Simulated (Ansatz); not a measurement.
AuFH3N (`[NH3+][Au-][F]`), relaxed with RKS PBE-D4/def2-SVP in the Gaussian-basis code of Ansatz from a rough embedded geometry. The force threshold is 0.03 eV/Å; the program also tests the step.

Charge 0, multiplicity 1. Au: def2 effective core potential.

Start:

```xyz
6

N    -0.033    0.036    0.514
Au    0.419   -0.072   -1.414
F    -0.861   -0.148   -1.813
H    -0.697    0.420    1.146
H     0.841    0.672    0.633
H     0.330   -0.909    0.932
```

Task: By how much does the energy fall, and how many steps does the optimiser take? (Estimate.)

Result: Ansatz gave: 1725.42 kJ/mol, in 13 steps.

Task: Which bonds change most? (Estimate.)

Result: Computed: Au2–F3 from 1.343 to 1.935 Å; N1–Au2 from 1.983 to 2.069 Å; N1–H6 from 1.094 to 1.031 Å; N1–H5 from 1.088 to 1.031 Å.

Task: Give the relaxed structure. (Best estimate.)

Result: Computed: 
```xyz
6

N     0.242    0.056    0.781
Au   -0.368   -0.085   -1.191
F    -0.942   -0.218   -3.034
H    -0.509    0.411    1.391
H     1.045    0.694    0.891
H     0.531   -0.858    1.161
```
